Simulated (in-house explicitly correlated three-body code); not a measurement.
Results of a calculation; reference values are marked as such.
# Two electrons around a charge Z: errors of exchange and correlation functionals on the exact density

The exact non-relativistic ground state comes from a variational code in 260 exponentially correlated functions, the Kohn-Sham parts from inverting its density (past Z = 6 the correlation energy is taken as exact minus Hartree-Fock, equal to within microhartrees), and self-consistent runs (Hartree-Fock is restricted) from a B-spline radial code. Z may be fractional; the second electron is bound down to Z = 0.911.

Each entry is functional minus exact.

| Z | RPBE x (mEh) | RPBE c (mEh) | SCAN x (mEh) | SCAN c (mEh) | LDA VWN5 x (mEh) | LDA VWN5 c (mEh) |
| --- | --- | --- | --- | --- | --- | --- |
| 1.7 | -7.69 | +1.27 | -5.61 | +4.84 | +114.0 | -62.24 |
| 2.3 | -5.02 | -0.36 | -4.93 | +3.80 | +168.2 | -77.88 |
| 2.86 | ? | ? | ? | ? | ? | ? |
| 3.98 | +0.29 | -1.74 | -4.38 | +2.70 | +318.3 | -106.7 |
| 5.2 | +3.72 | -2.03 | -4.24 | +2.33 | +426.9 | -121.1 |
| 6.8 | ? | ? | ? | ? | ? | ? |
| 9.1 | +14.24 | -2.23 | -4.06 | +1.73 | +774.0 | -152.0 |
| 11.6 | +20.88 | -2.22 | -4.00 | +1.52 | +996.3 | -165.7 |

Problem. What belongs in the row Z = 6.8?

Solution. RPBE x (mEh): +8.08; RPBE c (mEh): -2.18; SCAN x (mEh): -4.14; SCAN c (mEh): +2.02; LDA VWN5 x (mEh): +569.4; LDA VWN5 c (mEh): -135.8.

Problem. What belongs in the row Z = 2.86?

Solution. RPBE x (mEh): -3.09; RPBE c (mEh): -1.08; SCAN x (mEh): -4.65; SCAN c (mEh): +3.29; LDA VWN5 x (mEh): +218.4; LDA VWN5 c (mEh): -89.22.

Problem. How do the exchange errors scale with Z?

Solution. RPBE +0.92 % in the size of E_x at Z = 1.7 and -0.30 % at 11.6; SCAN +0.67 % in the size of E_x at Z = 1.7 and +0.06 % at 11.6; LDA VWN5 -13.64 % in the size of E_x at Z = 1.7 and -14.18 % at 11.6. Exchange scales linearly under uniform scaling of the density, so its relative error changes only with the density's shape.
